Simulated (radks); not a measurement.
Excited configurations of Eu3+: one electron is placed in a higher orbital outside [Xe] 4f5. The ground configuration is [Xe] 4f6. Method: scalar-relativistic Kohn-Sham, PBE, spin-polarised, spherical densities, point nucleus; open shells are filled with parallel spins first (spin-orbit coupling, left out, can overturn this in heavy ions); computed with a radial shooting solver on a logarithmic mesh with Libxc functionals. Excitation = E - E(ground); binding = E(ion) - E, where the ion is the core of charge +4; n* = 4/sqrt(2 binding) in atomic units, and the quantum defect is n - n*.

outer orbital,excitation (eV),binding (eV),n*,quantum defect,eigenvalue (eV),<r> (bohr)
5f,29.954,14.501,3.875,1.125,-12.125,4.128
6s,15.969,28.486,2.764,3.236,-25.153,3.020
6p,21.576,22.879,3.085,2.915,-20.151,3.525
6f,34.832,9.623,4.756,1.244,-8.384,7.219
7s,28.932,15.523,3.745,3.255,-13.926,5.474
7p,31.220,13.235,4.056,2.944,-11.820,6.199
7f,37.723,6.732,5.687,1.313,-5.982,11.03

The Delta-SCF ionisation energy is 44.455 eV (NIST Atomic Spectra Database: 42.9 eV, semi-empirical). Self-interaction in the functional shifts the binding energies and quantum defects, so they are the method's values and not measured ones. Open shells are spherical and high-spin; term and fine-structure splittings are not resolved. Spin-orbit splitting is averaged out at the scalar-relativistic level.
